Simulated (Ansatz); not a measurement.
A run for Ansatz (a program for electronic structure): U-CCSD(T)/cc-pV(D+d)Z on C2H5Al (SMILES C=[CH][AlH2]), a point of a bond scan (R = 3.164 Å). Files ending in .json are basis or fitting sets from the Basis Set Exchange.

Ansatz 0.2 input:
```yaml
crystal:
  periodic: [false, false, false]
  atoms:
    - {symbol: Al, position_ang: [-0.13640480, 0.16293037, 1.16257739]}
    - {symbol: H, position_ang: [-1.49388498, 3.01910303, 1.27265523]}
    - {symbol: H, position_ang: [0.17826312, -0.64444815, 2.48571591]}
    - {symbol: C, position_ang: [0.29151772, -0.55237827, -0.58963342]}
    - {symbol: C, position_ang: [0.01802875, 0.14494252, -1.69877918]}
    - {symbol: H, position_ang: [0.75944852, -1.52587481, -0.73005893]}
    - {symbol: H, position_ang: [0.24169125, -0.21989595, -2.69843926]}
    - {symbol: H, position_ang: [-0.44827436, 1.12572183, -1.65786457]}
basis:
  gaussian:
    orbitals: cc-pV_D+d_Z.json
correlation: {method: ccsd_t, electrons: outside_noble_gas}
scf: {omitted_lower_state_checks: [cluster_reference]}
magnetization: {spin_polarized: true, initial_magnetization: 0}
```

Output:

```
WARN ansatz: RAYON_NUM_THREADS=1 ignored (pool sized by the plan → 1); use --threads N
Functional definition: HF
these checks for a lower state are left out or cut short: cluster_reference
integrals: 0.09 GiB planned
726 factors; integrals over basis functions are off by at most 1.4e-3 eV
mean field: 0.22 GiB planned
mean field evaluation 1: about -8715.7575 eV, gradient 1.7e1 eV
mean field evaluation 2: about -8715.8369 eV, gradient 1.7e1 eV
mean field evaluation 4: about -8718.1413 eV, gradient 1.8e0 eV
mean field evaluation 8: about -8718.1710 eV, gradient 1.1e-3 eV
mean field evaluation 16: about -8719.3357 eV, gradient 1.0e-1 eV
mean field evaluation 32: about -8719.3318 eV, gradient 5.2e-1 eV
mean field evaluation 64: about -8716.9452 eV, gradient 9.3e0 eV
mean field evaluation 96: about -8719.1882 eV, gradient 1.2e0 eV
mean field evaluation 128: about -8719.3350 eV, gradient 1.4e-1 eV
mean field -8719.33872972 eV, -320.4297881372 hartree, gradient 1.9e-6 eV, S^2 0.889109; 8 other end points of the search recorded, 0 dependent functions left out
7 core orbitals not correlated
reference -8719.33872972 eV, -320.4297881372 hartree; 8, 8 occupied and 61, 61 virtual orbitals, 726 factors
second order -8.55626149 eV of doubles, -0.00000000 eV of singles
coupled cluster: 0.30 GiB planned
cycle   1  -9.19241722 eV  change   -6.4e-1 eV  update   8.2e-2
cycle   2  -9.55824391 eV  change   -3.7e-1 eV  update   3.7e-2
cycle   3  -9.63487871 eV  change   -7.7e-2 eV  update   2.4e-2
cycle   4  -9.65558245 eV  change   -2.1e-2 eV  update   1.8e-2
cycle   5  -9.67522235 eV  change   -2.0e-2 eV  update   1.5e-2
cycle   6  -9.70345999 eV  change   -2.8e-2 eV  update   1.3e-2
cycle   7  -9.75627744 eV  change   -5.3e-2 eV  update   1.1e-2
cycle   8  -9.80440459 eV  change   -4.8e-2 eV  update   7.3e-3
cycle   9  -9.81755000 eV  change   -1.3e-2 eV  update   3.2e-3
cycle  10  -9.82118350 eV  change   -3.6e-3 eV  update   1.1e-3
cycle  11  -9.82211182 eV  change   -9.3e-4 eV  update   4.7e-4
cycle  12  -9.82188252 eV  change    2.3e-4 eV  update   1.9e-4
cycle  13  -9.82177363 eV  change    1.1e-4 eV  update   7.9e-5
cycle  14  -9.82174515 eV  change    2.8e-5 eV  update   3.4e-5
cycle  15  -9.82171068 eV  change    3.4e-5 eV  update   1.7e-5
cycle  16  -9.82169584 eV  change    1.5e-5 eV  update   8.9e-6
cycle  17  -9.82168905 eV  change    6.8e-6 eV  update   4.2e-6
coupled cluster: 0.30 GiB planned
perturbative correction -0.39619341 eV, -0.0145598392 hartree
Total energy: -8729.55661218 eV, -320.8052883917 hartree
Checks for a lower state left out: cluster_reference
```

The calculation finished and met its thresholds. Its determinant has ⟨S²⟩ = 0.89, a mixture of spin states.

Cost: about 11 core-seconds (a rough figure).
